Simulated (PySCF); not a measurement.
Molfile (atoms numbered from 1):
```
C5H12O2Si
     RDKit          3D

 20 20  0  0  0  0  0  0  0  0999 V2000
   -1.3683   -2.3678   -0.3420 C   0  0  0  0  0  0  0  0  0  0  0  0
   -0.2841   -1.5243   -0.0716 O   0  0  0  0  0  0  0  0  0  0  0  0
   -0.3965    0.0380    0.4609 Si  0  0  0  0  0  4  0  0  0  0  0  0
   -1.3907    0.8376   -0.6064 O   0  0  0  0  0  0  0  0  0  0  0  0
   -2.0171    2.0650   -0.3858 C   0  0  0  0  0  0  0  0  0  0  0  0
    1.3421    0.6586    0.4764 C   0  0  0  0  0  0  0  0  0  0  0  0
    2.4756   -0.2996    0.7719 C   0  0  0  0  0  0  0  0  0  0  0  0
    2.2942    0.2210   -0.6126 C   0  0  0  0  0  0  0  0  0  0  0  0
   -1.9384   -2.6104    0.5741 H   0  0  0  0  0  0  0  0  0  0  0  0
   -0.9881   -3.3104   -0.7634 H   0  0  0  0  0  0  0  0  0  0  0  0
   -2.0646   -1.9164   -1.0697 H   0  0  0  0  0  0  0  0  0  0  0  0
   -1.0493    0.1164    1.8085 H   0  0  0  0  0  0  0  0  0  0  0  0
   -2.5211    2.1094    0.5987 H   0  0  0  0  0  0  0  0  0  0  0  0
   -1.3056    2.9096   -0.4392 H   0  0  0  0  0  0  0  0  0  0  0  0
   -2.7820    2.2240   -1.1618 H   0  0  0  0  0  0  0  0  0  0  0  0
    1.4819    1.6808    0.8477 H   0  0  0  0  0  0  0  0  0  0  0  0
    2.2209   -1.3468    0.9578 H   0  0  0  0  0  0  0  0  0  0  0  0
    3.3129    0.0782    1.3649 H   0  0  0  0  0  0  0  0  0  0  0  0
    1.9158   -0.4714   -1.3698 H   0  0  0  0  0  0  0  0  0  0  0  0
    3.0056    0.9604   -0.9895 H   0  0  0  0  0  0  0  0  0  0  0  0
  1  2  1  0
  2  3  1  0
  3  4  1  0
  4  5  1  0
  3  6  1  0
  6  7  1  0
  7  8  1  0
  8  6  1  0
  1  9  1  0
  1 10  1  0
  1 11  1  0
  3 12  1  0
  5 13  1  0
  5 14  1  0
  5 15  1  0
  6 16  1  0
  7 17  1  0
  7 18  1  0
  8 19  1  0
  8 20  1  0
M  END
```

[PySCF 2.14: shielding tensors at CAM-B3LYP/pcSseg-1 (GIAO); PBE0-D3(BJ)/def2-SVP structure; no relativistic terms; a single conformation; gas phase; one averaged value for each set of equivalent atoms]

δ = σ(ref) − σ, references computed at the same level: 13C (σref 182.45), 1H (σref 31.33), 29Si (σref 343.41) against TMS; 17O (σref 338.55) vs H2O.

```tsv
atoms	nucleus	count	δ (ppm)
O2/O4	17O	2	22.2
H18/H20	1H	2	0.43
H9/H10/H11/H13/H14/H15	1H	6	3.60
H17/H19	1H	2	0.53
C7/C8	13C	2	?
Si3	29Si	1	?
H12	1H	1	4.68
C1/C5	13C	2	51.2
C6	13C	1	-5.3
H16	1H	1	?
```

Estimate the values marked ?.

Results:


- C7/C8: 1.7 ppm, three-membered-ring carbon; carbons of three-membered rings are unusually shielded
- H16: -0.68 ppm, hydrogen on a three-membered-ring carbon; cyclopropane-type protons are shielded by the ring
- Si3: -15.7 ppm, silicon bonded to C, 2 O, H

Shifts are as computed, not scaled to solution data. Of 1309 compounds with measured shifts, 239 miss one by over three times the rms of a fit or turn the order of signals round; such compounds aren't used in these exercises. Experimental scales use liquid or dissolved standards, which lie at an offset from isolated H2O (liquid H2O: subtract about 36 ppm).
